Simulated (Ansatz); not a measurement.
`CO[SiH](F)[SiH3]` → `F[SiH2][SiH3]` + `C=O` at 700 K and 1 bar (β-hydride elimination).

Gas-phase electronic energies from Ansatz, PBE0-D4/def2-TZVP geometries. CBS: MP2 limit from def2 TZ/QZ plus the TZ coupled-cluster correction, frozen cores. This one scheme is used for every species. One conformer a species, not always the lowest.

| species | CCSD(T)/CBS energy (Eh) | H − E (kJ/mol) | S (J/(mol·K)) |
| --- | --- | --- | --- |
| `CO[SiH](F)[SiH3]` | -795.47815 | 298.9 | 517.4 |
| `F[SiH2][SiH3]` | -681.00067 | 179.4 | 406.1 |
| `C=O` | -114.39408 | 97.4 | 254.3 |

H − E and S are ideal-gas, rigid-rotor, harmonic terms from PBE0-D4/def2-TZVP, for one conformer and one mirror image of each species. 1 Eh = 2625.50 kJ/mol, R = 8.31446 J/(mol·K).

**Question.** By hand: ΔE, ΔH, ΔS and ΔG.

**Answer.** ΔE = (-681.00067) + (-114.39408) − (-795.47815) = 0.08340 Eh = 219.0 kJ/mol. Δ(H − E) = 179.4 + 97.4 − 298.9 = -22.1, so ΔH = 196.9 kJ/mol. ΔS = 406.1 + 254.3 − 517.4 = 143.0 J/(mol·K). ΔG = 196.9 − 700 × (143.0)/1000 = 96.8 kJ/mol.

**Question.** By hand: the equilibrium constant, and the temperature at which ΔG would vanish if ΔH and ΔS stayed fixed.

**Answer.** log₁₀ K = −ΔG/(RT ln 10) = -7.2. ΔG = 0 at ΔH/ΔS = 1377 K.

The number of gas molecules changes by +1, which sets the sign of ΔS. A doubt of 5 kJ/mol in ΔE shifts log₁₀ K by 0.4 here. Other conformers and mirror images would add mixing entropy, several J/(mol·K) or more a flexible species. These are equilibria of isolated gas molecules and say nothing of rates. Largest T1 diagnostic: 0.015 (customary marks: 0.02 for closed shells, 0.045 for open ones).
